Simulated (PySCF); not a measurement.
# $^{29}$Si chemical shifts

PySCF 2.14 calculation with σ from GIAO-PBE0/pcSseg-1 and coordinates at the PBE0-D3(BJ)/def2-SVP level; averaged over atoms made equivalent by symmetry, fast rotation or ring inversion, no solvent, no relativistic terms, one computed conformer.

Shieldings were converted by a linear fit to measured shifts: $^{29}$Si: δ = 279.39 − 0.832σ (rms 9.7 ppm, 87 shifts, 23.4 ppm with the 5 outliers that the fit left out vs TMS, solution or neat liquid). Occasional misses reach two or three times the rms, and more in compound classes unlike the fitted ones.

Problem. Give the $^{29}$Si shifts of `C/C=C\C=C/S[SiH3]`, `C#C[Si@H](Cl)N=C`, `C[C@@H]1C=C(S[SiH3])C1`, `CC(=S)C1C[SiH2]C1`.

Solution. 
```json
{"compound": "C/C=C\\C=C/S[SiH3]", "environment": "silicon bonded to S, 3 H", "δ (ppm)": "-54.2"}
{"compound": "C#C[Si@H](Cl)N=C", "environment": "silicon bonded to C, Cl, N, H", "δ (ppm)": "-38.4"}
{"compound": "C[C@@H]1C=C(S[SiH3])C1", "environment": "silicon bonded to S, 3 H", "δ (ppm)": "-60.0"}
{"compound": "CC(=S)C1C[SiH2]C1", "environment": "silicon bonded to 2 C, 2 H, in a 4-membered ring", "δ (ppm)": "-47.2"}
```

Problem. Match the shifts -30.0, -38.3, -54.4, -63.1, -94.4 ppm to `C/C=C/C=C\S[SiH3]`, `C[SiH2]S[C@]12C[C@H]1C2`, `N#C[SiH3]`, `CN(C)[Si](N(C)C)(N(C)C)N(C)C`, `C/C=C/C=C/S[SiH3]`.

Solution. -30.0: C[SiH2]S[C@]12C[C@H]1C2 (silicon bonded to C, S, 2 H); -38.3: CN(C)[Si](N(C)C)(N(C)C)N(C)C (silicon bonded to 4 N); -54.4: C/C=C/C=C\S[SiH3] (silicon bonded to S, 3 H); -63.1: C/C=C/C=C/S[SiH3] (silicon bonded to S, 3 H); -94.4: N#C[SiH3] (silicon bonded to C, 3 H).
